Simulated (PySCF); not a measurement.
Ligands exchanged one at a time, Sn Br-C2H5. All species are isolated molecules in the gas phase. One relaxed conformer stands for each flexible species; it need not be the lowest. Strings in code marks are SMILES.

Method: PySCF with B3LYP-D3(BJ)/def2-TZVP // B3LYP-D3(BJ)/def2-SVP. All candidates: neutral, multiplicity 1. B3LYP has the VWN-RPA correlation part, as in Gaussian. Delta-SCF ions had no search for a lower state. Excitations are Tamm–Dancoff values on a coarser integration grid. The basis has no diffuse functions, so Rydberg states are missing or too high.

| Property | Value |
|---|---|
| HOMO–LUMO gap | 7.02 eV |
| vertical ionisation energy (Delta-SCF) | 8.47 eV |
| brightest of the four lowest singlets (TDA) | 6.28 eV |

Problem. Which member has these values?
A. `C[CH2][Sn]([CH2]C)([CH2]C)[CH2]C`
B. `C[CH2][Sn]([Br])([Br])[CH2]C` (C–C–Sn–Br torsion 165°, Br–Sn–C–C torsion -58°)
C. `[Br][Sn]([Br])([Br])[Br]`

Solution. A, `C[CH2][Sn]([CH2]C)([CH2]C)[CH2]C`. The others give `C[CH2][Sn]([Br])([Br])[CH2]C` (C–C–Sn–Br torsion 165°, Br–Sn–C–C torsion -58°): 5.81 eV, 9.18 eV, 5.10 eV; `[Br][Sn]([Br])([Br])[Br]`: 4.55 eV, 10.48 eV, 4.08 eV
